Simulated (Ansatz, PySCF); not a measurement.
Gas-phase reaction in SMILES: C#CB(Cl)Cl [dichloro(ethynyl)borane] → Cl[B]Cl + [C]#C (the B-C bond at the site shown breaks; other sites are not compared here)
Structures are relaxed separately at B3LYP-D3(BJ)/def2-TZVP in Ansatz (a quantum-chemistry and plane-wave program). Markedly spin-contaminated UHF reference, which strains HF, MP2 and, less, CCSD(T): [C]#C. High T1 diagnostic, so coupled cluster is less sure: [C]#C.

Quantity: bond dissociation energy (enthalpy at 298 K, with B3LYP-D3(BJ) rigid-rotor harmonic-oscillator terms from PySCF), in kcal/mol. Valence correlation only, unless marked. Open shells are spin-unrestricted. Spin-orbit coupling is left out. Non-relativistic. Basis-set limits of correlation are two-point, X^-3; Hartree-Fock from the larger set.

CCSD(T)/CBS(cc-pV(T+d)Z,cc-pV(Q+d)Z) (Ansatz) gives 142.7 kcal/mol.

### Question
Another calculation gave 145.3 kcal/mol. Which level was it?
(A) SVWN5/def2-TZVPD (Ansatz)
(B) wB97X-V/def2-TZVPD (Ansatz)
(C) r2SCAN0/def2-TZVPD (Ansatz)
(D) CAM-B3LYP/def2-TZVPD (Ansatz)

### Answer
B, wB97X-V/def2-TZVPD (Ansatz). The others give 141.5 (CAM-B3LYP), 136.2 (r2SCAN0), 157.0 (SVWN5) kcal/mol.
